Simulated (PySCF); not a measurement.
Ruthenium: a sound run and one with changed settings

Sound run: Ru [Kr] 4d7 5s1, Ru⁺ [Kr] 4d7. Computed with PySCF 2.14 in cc-pVTZ-PP with ECP28MDF (5s5p4d2f1g, 63 functions), with a scalar-relativistic core potential. The sound run starts from symmetry-adapted Hartree-Fock orbitals and uses a fine grid where one is needed.

Changed run: radial step 1.2 in ln r (0.13 in the sound run). This setting is unsound on purpose.

```
species  method  sound run (hartree)  changed run (hartree)  converged
     Ru     UHF            -93.81563              -93.81563        yes
     Ru    MN15            -94.29568              -93.16489        yes
     Ru    TPSS            -94.46631              -91.87245        yes
    Ru⁺     UHF            -93.58444              -93.58444        yes
    Ru⁺    MN15            -94.01563              -92.89384        yes
    Ru⁺    TPSS            -94.18551              -91.26258        yes
```

Ionisation energy of Ru:

```csv
method,sound run (eV),changed run (eV)
UHF,6.291,6.291
MN15,7.621,7.376
TPSS,7.641,16.595
```

A coarse radial grid mis-integrates the density and the exchange-correlation energy, with errors of either sign; Hartree-Fock needs no grid.

For comparison, NIST gives 7.361 eV between the lowest levels.
